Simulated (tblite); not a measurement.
C6H9BrClN.
Atom-mapped SMILES: `[CH3:1][NH:2][C@@H:3]1[CH2:4][CH:5]=[C:6]1[C@H:7]([Cl:8])[Br:9]` (hydrogens: H10, H11, H12 on C1; H13 on N2; H14 on C3; H15, H16 on C4; H17 on C5; H18 on C7)

Computed with GFN2-xTB (tblite), gas phase: L-BFGS steps from a force-field or distance-geometry start until the largest atomic force falls under 0.01 eV/Å.

At the end of the run (lengths in Å): C3–C4 1.572, C3–C6 1.517, C4–C5 1.504, C4–H16 1.088, N2–C3 1.434, C1–H12 1.088, C6–C7 1.470, N2–C3–C4 120.1°, N2–C3–C6 115.1°, C3–C6–C7 129.3°, C6–C7–Cl8 110.1°, C1–N2–C3–C4 -78°, N2–C3–C4–C5 -117°, C3–C4–C5–C6 1°, H13–N2–C1–H10 175°, H14–C3–N2–C1 54°.

Task: These geometries were met on the way; a selection of coordinates is given. Order them by energy above the end point, lowest first.
A. C3–C4 1.571, C3–C6 1.518, C4–C5 1.504, C4–H16 1.087, N2–C3 1.441, C1–H12 1.091, C6–C7 1.475, N2–C3–C4 115.8°, N2–C3–C6 112.9°, C3–C6–C7 130.1°, C6–C7–Cl8 110.9°, C1–N2–C3–C4 -60°, N2–C3–C4–C5 -112°, C3–C4–C5–C6 -2°, H13–N2–C1–H10 -166°, H14–C3–N2–C1 74°
B. C3–C4 1.476, C3–C6 1.464, C4–C5 1.460, C4–H16 1.125, N2–C3 1.469, C1–H12 1.120, C6–C7 1.499, N2–C3–C4 110.6°, N2–C3–C6 108.5°, C3–C6–C7 133.7°, C6–C7–Cl8 106.8°, C1–N2–C3–C4 -62°, N2–C3–C4–C5 -109°, C3–C4–C5–C6 1°, H13–N2–C1–H10 -158°, H14–C3–N2–C1 73°
C. C3–C4 1.572, C3–C6 1.519, C4–C5 1.501, C4–H16 1.088, N2–C3 1.441, C1–H12 1.091, C6–C7 1.473, N2–C3–C4 119.3°, N2–C3–C6 114.9°, C3–C6–C7 130.1°, C6–C7–Cl8 110.9°, C1–N2–C3–C4 -59°, N2–C3–C4–C5 -115°, C3–C4–C5–C6 -1°, H13–N2–C1–H10 -173°, H14–C3–N2–C1 72°
D. C3–C4 1.562, C3–C6 1.518, C4–C5 1.504, C4–H16 1.071, N2–C3 1.434, C1–H12 1.085, C6–C7 1.460, N2–C3–C4 111.0°, N2–C3–C6 110.1°, C3–C6–C7 130.6°, C6–C7–Cl8 107.6°, C1–N2–C3–C4 -61°, N2–C3–C4–C5 -109°, C3–C4–C5–C6 -1°, H13–N2–C1–H10 -158°, H14–C3–N2–C1 71°
E. C3–C4 1.558, C3–C6 1.507, C4–C5 1.499, C4–H16 1.092, N2–C3 1.448, C1–H12 1.081, C6–C7 1.467, N2–C3–C4 113.7°, N2–C3–C6 112.6°, C3–C6–C7 128.9°, C6–C7–Cl8 108.9°, C1–N2–C3–C4 -59°, N2–C3–C4–C5 -110°, C3–C4–C5–C6 -2°, H13–N2–C1–H10 -158°, H14–C3–N2–C1 73°

Result: C (0.066 eV), A (0.112 eV), E (0.189 eV), D (0.334 eV), B (0.646 eV).

```json
{"step": "18", "E above end (eV)": "0.066", "rms distance from the end, all atoms (Å)": "0.268", "largest force (eV/Å)": "0.103", "rms shift of all bonds from the end (Å)": "0.003"}
{"step": "10", "E above end (eV)": "0.112", "rms distance from the end, all atoms (Å)": "0.300", "largest force (eV/Å)": "0.193", "rms shift of all bonds from the end (Å)": "0.003"}
{"step": "5", "E above end (eV)": "0.189", "rms distance from the end, all atoms (Å)": "0.319", "largest force (eV/Å)": "0.472", "rms shift of all bonds from the end (Å)": "0.007"}
{"step": "2", "E above end (eV)": "0.334", "rms distance from the end, all atoms (Å)": "0.332", "largest force (eV/Å)": "0.953", "rms shift of all bonds from the end (Å)": "0.008"}
{"step": "0", "E above end (eV)": "0.646", "rms distance from the end, all atoms (Å)": "0.337", "largest force (eV/Å)": "3.449", "rms shift of all bonds from the end (Å)": "0.035"}
```

Rows stand in the order of the answer.
